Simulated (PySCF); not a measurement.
## Ionisation energy of Ge³¹⁺ by level of theory

Ge³¹⁺ 1s1 (2S) → Ge³²⁺ (bare nucleus), as a difference of total energies. Calculation: PySCF 2.14, in an even-tempered Gaussian basis (15 s from 40 bohr⁻², ratio 2.2; 7 p from 60 bohr⁻², ratio 2.4; 4 d from 180 bohr⁻², ratio 2.4; 3 f from 270 bohr⁻², ratio 2.4; 3 g from 410 bohr⁻², ratio 2.4); no relativity, point nucleus. The calculations carry no spin-orbit coupling.

```csv
method,ionisation energy (eV)
UHF,13932.2
LDA,13895.4
PBE,13926.7
PBE0,13928.1
r2SCAN,13932.2
MN15,13931.8
```

The gap to the reference is mostly relativistic.

For comparison: 14119.4 eV (theoretical estimate listed by NIST; NIST Atomic Spectra Database, ionization energies).
